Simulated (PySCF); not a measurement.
Vertical excitations of a molecule C₂H₇FSi₃ from TDDFT-PBE/def2-SVPD in PySCF, as energy in eV (oscillator strength): 4.53 (0.002), 5.03 (0.001), 5.26 (0.048), 5.37 (0.024), 5.60 (0.001), 5.72 (0.006), 5.87 (0.075), 5.98 (0.002), 6.15 (0.001), 6.23 (0.009). Lowest triplet (TDA): 4.01 eV. Geometry optimised at PBE0-D3(BJ)/def2-SVP. The values are those of a single conformer.

Question: Which molecule gave these data?
A) F[SiH2][Si@H]1C=C[SiH2]1
B) FC1=C[SiH2][SiH2][SiH2]1
C) F[Si@]1([SiH3])C=C[SiH2]1
D) C#C[Si](F)([SiH3])[SiH3]

Answer: A, F[SiH2][Si@H]1C=C[SiH2]1
